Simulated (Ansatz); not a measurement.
**Abstraction of H: H2Se + GeH3(NH) → HSe + GeH3(NH2)**

Species: H2Se (hydrogen selenide) `[SeH2]`, singlet; GeH3(NH), doublet; HSe, doublet; GeH3(NH2), singlet. A radical takes H: the energy is the difference in strength between the Se–H bond broken and the N–H bond made.

Shapes, held fixed at every level: PBE0-D4/def2-TZVP. Programs: Ansatz 0.2.0. The zero-point and thermal change to 298 K, harmonic and unscaled (PBE0-D4/def2-TZVP), is +14.5 kJ/mol.

```json
{"level": "MP2/def2-SVP", "kind": "perturbation theory", "ΔH(298 K) (kJ/mol)": "-126.6", "less CCSD(T)/def2-TZVPP": "-20.6"}
{"level": "HF/def2-SVP", "kind": "Hartree–Fock", "ΔH(298 K) (kJ/mol)": "-94.4", "less CCSD(T)/def2-TZVPP": "+11.6"}
{"level": "HF/def2-TZVPP", "kind": "Hartree–Fock", "ΔH(298 K) (kJ/mol)": "-91.5", "less CCSD(T)/def2-TZVPP": "+14.5"}
{"level": "r2SCAN-D4/def2-TZVPP", "kind": "meta-GGA", "ΔH(298 K) (kJ/mol)": "-91.2", "less CCSD(T)/def2-TZVPP": "+14.8"}
{"level": "PBE0-D4/def2-TZVPP", "kind": "global hybrid", "ΔH(298 K) (kJ/mol)": "-102.1", "less CCSD(T)/def2-TZVPP": "+3.9"}
{"level": "CCSD(T)/def2-SVP", "kind": "coupled cluster or CI", "ΔH(298 K) (kJ/mol)": "-109.0", "less CCSD(T)/def2-TZVPP": "-3.0"}
{"level": "CCSD(T)/def2-TZVPP", "kind": "coupled cluster or CI", "ΔH(298 K) (kJ/mol)": "-106.0", "less CCSD(T)/def2-TZVPP": "0.0"}
```

The highest level, CCSD(T)/def2-TZVPP, gives ΔH(298 K) = -106.0 kJ/mol; the levels span -126.6 to -91.2. The column of differences is taken from that level and isn't an error. No measured value is set beside it here. Open shells run unrestricted. Relativity is left out for Ge, Se. Outer-core shells of Ge, Se are correlated in most correlated rows, in sets that cover them unevenly.
